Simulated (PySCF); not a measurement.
Dipole moment and polarisability of 2-methylpyridine-N-oxide

Species: 2-methylpyridine-N-oxide, C6H7NO.
Geometry (GFN2-xTB, Å), atoms numbered from 1 in this order:
```xyz
15
C6H7NO angstrom
C     -2.1511   -0.1974   -0.2193
C     -0.6708   -0.1288   -0.0779
C      0.1674   -1.2210   -0.1460
C      1.5391   -1.0789   -0.0047
C      2.0423    0.1949    0.2071
C      1.1811    1.2642    0.2691
N     -0.1557    1.1179    0.1302
O     -0.9185    2.1168    0.1921
H     -2.6220    0.2098    0.6756
H     -2.4845   -1.2172   -0.3819
H     -2.4676    0.4342   -1.0496
H     -0.2676   -2.1942   -0.3129
H      2.1919   -1.9344   -0.0582
H      3.1009    0.3628    0.3241
H      1.5106    2.2792    0.4304
```

Level: CAM-B3LYP/def2-SVPD (PySCF), static field, nuclei fixed, core orbitals frozen in the response. The polarisability tensor in these axes (au):

```
x   102.85  -8.54   3.64
y    -8.54  95.83   5.24
z     3.64   5.24  50.77
```

Task: Give the principal values, the mean and the anisotropy Δα = √{½[(α1 − α2)² + (α2 − α3)² + (α1 − α3)²]}.

Result: Principal values 49.76, 91.11 and 108.58 au; mean 83.15 au = 12.32 Å³ = 13.71 × 10⁻⁴⁰ C²·m²/J; Δα = 52.32 au (63 % of the mean).

Task: What is the dipole moment, and where does it point?

Result: (2.05, -3.41, -0.26) D, 3.99 D in size, pointing from the negative to the positive side. Measured along this direction, the outermost atoms are O8 at the negative end and H13 at the positive end.

Task: Orientational against electronic polarisability at 500 K (dilute gas, rigid molecules)?

Result: In Gaussian units μ²/3kT = 76.82 Å³ against 12.32 Å³, a ratio of 6.23; the Debye molar polarisation (4π/3)N_A(α + μ²/3kT) is 224.9 cm³/mol, leaving out the vibrational part.

Task: What are the principal values of the traceless quadrupole moment, Θ = ½Σq(3rr − r²1), about the centre of nuclear charge?

Result: -8.57, -3.10, 11.67 D·Å. The values depend on the origin, since the dipole doesn't vanish. The electronic extent ⟨r²⟩ about the same centre is 843 bohr², a root-mean-square distance of 2.02 Å for the 58 electrons.

Task: Along which axes do the principal values lie, and how far do the nuclei extend along each?

Result: Largest value along (0.83, -0.56, 0.00), where the nuclei span 5.19 Å; middle along (0.55, 0.82, 0.16), 5.19 Å; least along (-0.09, -0.13, 0.99), 1.75 Å. 

Isolated species at its GFN2-xTB geometry, gas phase.
